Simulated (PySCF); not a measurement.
H₂Zn, singlet, at a GFN2-xTB geometry (such geometries of metal compounds can be far from the true shape).

The PySCF input:
```python
from pyscf import gto, scf, dft

mol = gto.M(
    atom='''
Zn    0.000000    0.000000    0.000000
H    -0.000000   -0.000000   -1.499257
H     0.000000    0.000000    1.499257
''',
    basis='3-21g',
    charge=0,
    spin=0,
    verbose=4,
)

mf = dft.RKS(mol)
mf.xc = 'b3lyp'
mf.disp = 'd3zero'
mf.kernel()
mf.analyze()
```

Question: What does this run give for the total energy, number of basis functions, dipole moment, HOMO-LUMO gap, nuclear repulsion energy, HOMO energy?

Answer: 
```yaml
total_energy: -1771.708323 Ha
number_of_basis_functions: 31
dipole_moment: 0.00 D
HOMO-LUMO gap: 6.86 eV
nuclear_repulsion_energy: 21.3541 Eh
HOMO energy: -7.78 eV
```
